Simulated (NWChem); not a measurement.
Molecule: CH₃ClMgO; SMILES C[O][Mg][Cl]

```xyz
7

Mg     0.0647    -0.3421    -0.0003
Cl     0.5132    -2.4961     0.0010
O     -0.2927     1.3783    -0.0013
C     -0.5761     2.7359    -0.0021
H     -1.1568     3.0300     0.8873
H      0.3439     3.3425    -0.0068
H     -1.1643     3.0274    -0.8874
```
Atoms are numbered in this order, from 1.

Geometry: optimised at B3LYP/6-31G* (spherical d). B3LYP is NWChem's, with the RPA form of VWN correlation.

Problem. List the 4 lowest vertical singlet excitations from B3LYP/def2-SVPD, TDA (NWChem).

Solution. 
| state | energy (eV) | oscillator strength | leading excitation (squared amplitude) |
|---|---|---|---|
| S1 | 4.51 | 0.016 | HOMO → LUMO (0.99) |
| S2 | 4.51 | 0.016 | HOMO−1 → LUMO (0.99) |
| S3 | 5.73 | 0.050 | HOMO−3 → LUMO (0.99) |
| S4 | 5.73 | 0.050 | HOMO−2 → LUMO (0.99) |
